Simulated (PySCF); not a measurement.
4-fluoro-2,3-dihydrofuran (C4H5FO), SMILES FC1=COCC1. Atoms are numbered in the order given.

```xyz
11

F     -0.0150    -2.1034     0.0000
C      0.0373    -0.7689     0.0000
C      1.1372    -0.0043     0.0000
O      0.8669     1.3317     0.0000
C     -0.5759     1.4828     0.0000
C     -1.2029     0.0694     0.0000
H      2.1897    -0.2867     0.0000
H     -0.8498     2.0673     0.8925
H     -0.8498     2.0673    -0.8925
H     -1.8320    -0.1226     0.8880
H     -1.8320    -0.1226    -0.8880
```
Charge 0, spin multiplicity 1.

Coordinates come from a r2SCAN-D4/def2-SVP optimisation. A frequency run showed that this geometry is not a minimum. One conformer was computed; it need not be the lowest.

Two levels are set side by side: PBE/pcSseg-1 (PySCF) and B3LYP/pcSseg-1 (PySCF). GIAO shifts against CFCl3 (¹⁹F), H2O (¹⁷O), TMS (¹H), TMS (¹³C) at the same level; non-relativistic, no solvent, atoms listed together averaged. Differences are taken from unrounded values.

```tsv
quantity	B3LYP
δ(¹⁹F) of F1 (ppm)	-196.0
δ(¹³C) of C2 (ppm)	158.3
δ(¹³C) of C3 (ppm)	137.9
δ(¹⁷O) of O4 (ppm)	79.7
δ(¹³C) of C5 (ppm)	74.0
δ(¹³C) of C6 (ppm)	34.3
δ(¹H) of H7 (ppm)	6.57
δ(¹H) of H8, H9 (ppm)	4.67
δ(¹H) of H10, H11 (ppm)	3.26
```

Problem. What does PBE give, and how far is it from B3LYP? (The exact figures need the calculation; the answer reports its results.)

Solution. 
```tsv
quantity	PBE	PBE minus B3LYP
δ(¹⁹F) of F1 (ppm)	-208.7	-12.6
δ(¹³C) of C2 (ppm)	155.5	-2.8
δ(¹³C) of C3 (ppm)	133.9	-3.9
δ(¹⁷O) of O4 (ppm)	90.0	10.3
δ(¹³C) of C5 (ppm)	75.4	1.4
δ(¹³C) of C6 (ppm)	35.0	0.8
δ(¹H) of H7 (ppm)	6.45	-0.12
δ(¹H) of H8, H9 (ppm)	4.77	0.10
δ(¹H) of H10, H11 (ppm)	3.32	0.06
```

Rough cost on one machine, each run with all the roots and properties that it gave: B3LYP against PBE within a factor of 2.
